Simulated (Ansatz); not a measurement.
`BS[SiH3]` + `[OH][InH][Br]` → `[SiH3][O][InH][Br]` + `BS` at 600 K and 1 bar (ligand exchange at the Si–S bond).

Isolated molecules relaxed with PBE0-D4/def2-TZVP in Ansatz; ΔE leaves out vibrations. CCSD(T)/CBS is the MP2 limit (def2-TZVPP, def2-QZVPP) plus CCSD(T) − MP2 in def2-TZVPP, frozen cores. This one scheme is used for every species. Elements past krypton have def2 core potentials. For Br, In outer-core shells are correlated without core-valence functions, which leaves a few kJ/mol of doubt a bond. Scalar relativity is left out up to krypton. One conformer a species, not always the lowest.

| species | CCSD(T)/CBS energy (Eh) | H − E (kJ/mol) | S (J/(mol·K)) |
| --- | --- | --- | --- |
| `BS[SiH3]` | -714.68055 | 173.8 | 379.2 |
| `[OH][InH][Br]` | -2839.57190 | 93.2 | 383.0 |
| `[SiH3][O][InH][Br]` | -3129.89321 | 153.7 | 477.5 |
| `BS` | -424.38198 | 108.7 | 286.1 |

H − E and S are ideal-gas, rigid-rotor, harmonic terms from PBE0-D4/def2-TZVP, for one conformer and one mirror image of each species. 1 Eh = 2625.50 kJ/mol, R = 8.31446 J/(mol·K).

By hand: ΔE, ΔH, ΔS and ΔG.

ΔE = (-3129.89321) + (-424.38198) − (-714.68055) − (-2839.57190) = -0.02274 Eh = -59.7 kJ/mol. Δ(H − E) = 153.7 + 108.7 − 173.8 − 93.2 = -4.6, so ΔH = -64.3 kJ/mol. ΔS = 477.5 + 286.1 − 379.2 − 383.0 = 1.4 J/(mol·K). ΔG = -64.3 − 600 × (1.4)/1000 = -65.1 kJ/mol.

By hand: the equilibrium constant, and the temperature at which ΔG would vanish if ΔH and ΔS stayed fixed.

log₁₀ K = −ΔG/(RT ln 10) = 5.7. ΔH and −TΔS have one sign here, so there is no such temperature. One of them is within its doubt of zero, so this could turn.

The number of gas molecules stays the same, so ΔS is small and ΔH decides. A doubt of 5 kJ/mol in ΔE shifts log₁₀ K by 0.4 here. Other conformers and mirror images would add mixing entropy, several J/(mol·K) or more a flexible species. Modes under 60 cm⁻¹, often nearly free rotors, make the harmonic entropy too high. These are equilibria of isolated gas molecules and say nothing of rates. Largest T1 diagnostic: 0.015 (customary marks: 0.02 for closed shells, 0.045 for open ones).
